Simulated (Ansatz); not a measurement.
Ansatz (a program for electronic structure) input:

Ansatz 0.2 input:
```yaml
crystal:
  periodic: [false, false, false]
  atoms:
    - {symbol: Sn, position_ang: [0.00434563, -0.00040758, 0.04862414]}
    - {symbol: H, position_ang: [-0.12919566, -1.28652501, -1.22463579]}
    - {symbol: H, position_ang: [-0.08808596, 1.30690401, -1.20657105]}
basis:
  gaussian:
    orbitals: def2-SVPD
total_charge: -1
magnetization: {spin_polarized: true, initial_magnetization: 1}
correlation: {method: ccsd_t, electrons: outside_noble_gas}
output: {forces: true}
```

Question: What final total energy does it print?

Answer: -214.60709 Eh (CCSD(T)/def2-SVPD). The basis has 48 functions.
